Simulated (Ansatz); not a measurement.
Consider the isomerisation: `C[O][SnH]([F])[Cl]` → `[OH][SnH]([F])[CH2]Cl`.

Isolated molecules relaxed with PBE0-D4/def2-TZVP in Ansatz; ΔE leaves out vibrations. CBS: MP2 limit from def2 TZ/QZ plus the TZ coupled-cluster correction, frozen cores. DFT in def2-TZVPP. def2 core potentials past Kr. For Sn outer-core shells are correlated without core-valence functions, which leaves a few kJ/mol of doubt a bond. Each species was taken in one conformer, which may not be the lowest.

| level | ΔE (eV) |
| --- | --- |
| CAM-B3LYP | 0.93 |
| CCSD/CBS(def2) | 0.86 |

Problem. What does CCSD(T)/CBS give? (Estimate.)

Solution. Computed: +0.83 eV. The listed levels differ from it by 0.10, 0.03 eV.

Largest T1 diagnostic among the species: 0.014.

At CCSD(T), def2-SVP lies +0.26 eV from the extrapolated value and def2-TZVPP −0.00 eV. Leaving LDA and LC-ωPBE aside and taking each functional with its dispersion term where it has one, the values, not all of them listed here, spread over 0.17 eV, from revPBE-D4 to B97M-V. LDA lies −0.04 eV from PBE without D4. From PBE to PBE0 (25 % exact exchange), in def2-TZVPP and without D4, ΔE moves by +0.04 eV.
